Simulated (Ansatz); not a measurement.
Geometry optimisation, RKS B3LYP/def2-SVP (Ansatz).

The input (input.yaml):

```yaml
crystal:
  periodic: [false, false, false]
  atoms:
    - { symbol: Si, position_ang: [-0.24768, 1.21828, -0.77164] }
    - { symbol: C, position_ang: [-0.47232, -0.46979, 0.06448] }
    - { symbol: Ga, position_ang: [0.68757, -1.31926, 1.44161] }
    - { symbol: Se, position_ang: [0.96431, -1.97195, -0.73447] }
    - { symbol: H, position_ang: [-0.373, 1.13249, -2.22708] }
    - { symbol: H, position_ang: [-1.3165, 2.05087, -0.20369] }
    - { symbol: H, position_ang: [1.07526, 1.73756, -0.39205] }
    - { symbol: H, position_ang: [-1.44122, -0.93491, -0.12621] }
    - { symbol: H, position_ang: [1.12358, -1.44329, 2.94905] }
basis:
  gaussian: { orbitals: def2-SVP }
hamiltonian:
  xc: b3lyp
relax:
  f_tol: 0.02
  max_steps: 50
```

Command:

```bash
$ ansatz run input.yaml --threads 2 --pin off --max-ram 3072MiB --backend cpu --events-out ev --progress --plain --runs-dir out
```

Q: Where does it end, and by what steps?

A: The forces met the threshold. After 6 steps the energy has fallen by 0.128 eV; C2 moved furthest, 0.12 Å.

| step | energy less start (eV) | largest force component (eV/Å) | accepted |
| --- | --- | --- | --- |
| 0 | 0.0000 | 1.009 | yes |
| 1 | -0.0875 | 0.481 | yes |
| 2 | -0.1128 | 0.512 | yes |
| 3 | -0.1238 | 0.187 | yes |
| 4 | -0.1250 | 0.140 | yes |
| 5 | -0.1277 | 0.048 | yes |
| 6 | -0.1279 | 0.012 | yes |

```xyz
9
Properties=species:S:1:pos:R:3
Si -0.247 1.168 -0.740
C -0.438 -0.549 -0.018
Ga 0.643 -1.250 1.452
Se 0.968 -1.949 -0.719
H -0.394 1.171 -2.227
H -1.288 2.074 -0.161
H 1.100 1.714 -0.397
H -1.449 -0.972 -0.103
H 1.107 -1.405 2.913
```

Whether the end is a true minimum wasn't checked by a vibrational analysis.

The run took 44 s on 2 threads of Intel(R) Xeon(R) Platinum 8375C CPU @ 2.90GHz (Ice Lake), on a shared host, peak memory 0.36 GiB.
